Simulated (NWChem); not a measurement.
**H3ClSi in NWChem**

SMILES: Cl[SiH3]
```xyz
5

Si     0.9965     0.0279     0.0000
Cl    -1.0818    -0.0303     0.0000
H      1.4600     0.7444     1.2180
H      1.4600     0.7444    -1.2180
H      1.5191    -1.3644     0.0000
```
Charge 0, spin multiplicity 1.

All runs are NWChem calculations. All single points use one geometry, from B3LYP/def2-SVP, a minimum by its harmonic frequencies.

Symmetry labels belong to the abelian group Cs used in the runs, with the axes of the coordinates shown; states degenerate in a higher group split over its labels.

B3LYP has NWChem's definition, with VWN1-RPA local correlation. The structure started from a generated list of species.

List the lowest 4 singlet excitations that TD-B3LYP/def2-SVPD, VWN1-RPA local correlation gives, with oscillator strengths.


| state | symmetry | energy (eV) | wavelength (nm) | f |
|---|---|---|---|---|
| 1 | a" | 7.05 | 176 | 0.014 |
| 2 | a' | 7.05 | 176 | 0.014 |
| 3 | a" | 8.04 | 154 | 0.006 |
| 4 | a' | 8.04 | 154 | 0.006 |
